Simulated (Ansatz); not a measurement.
`O[SiH](F)I` and `O[SiH](F)CCl` differ in one atom or group.

Ansatz, PBE0-D4/def2-TZVP geometries, multiplicity 1. Each molecule was computed in one conformer, which needn't be the lowest.

Elements past krypton have def2 core potentials.

| property | `O[SiH](F)I` |
| --- | --- |
| HOMO–LUMO gap (PBE0/def2-TZVPP) / eV | 7.82 |
| LUMO energy (PBE0/def2-TZVPP) / eV | -0.21 |
| LUMO energy (PBE/def2-TZVPP) / eV | -1.09 |
| HOMO–LUMO gap (ωB97M-V/def2-TZVPP) / eV | 11.83 |
| size of the dipole moment (B3LYP/def2-TZVPP) / D | 1.16 |
| size of the dipole moment (PBE/def2-TZVPP) / D | 1.16 |

Q: What does the change do to each property? (An estimate is asked.)

A: Computed: 
| property | `O[SiH](F)CCl` | shift |
| --- | --- | --- |
| HOMO–LUMO gap (PBE0/def2-TZVPP) / eV | 8.30 | 0.48 |
| LUMO energy (PBE0/def2-TZVPP) / eV | -0.13 | 0.08 |
| LUMO energy (PBE/def2-TZVPP) / eV | -1.15 | -0.06 |
| HOMO–LUMO gap (ωB97M-V/def2-TZVPP) / eV | 12.51 | 0.68 |
| size of the dipole moment (B3LYP/def2-TZVPP) / D | 1.72 | 0.56 |
| size of the dipole moment (PBE/def2-TZVPP) / D | 1.62 | 0.46 |

With PBE0 the HOMO falls by 0.40 eV and the LUMO rises by 0.08 eV, so the gap widens by about 0.48 eV. PBE moves the HOMO by -0.19 eV and ωB97M-V by -0.51 eV. The zero-point energy changes by 73.3 kJ/mol with +9 modes. Dipoles are sizes alone; their direction can turn.

B3LYP here is the variant with VWN-RPA as its local correlation; programs differ in this.

Spin–orbit coupling is left out; it splits and shifts lone-pair levels of the heavy atoms by tenths of an eV.
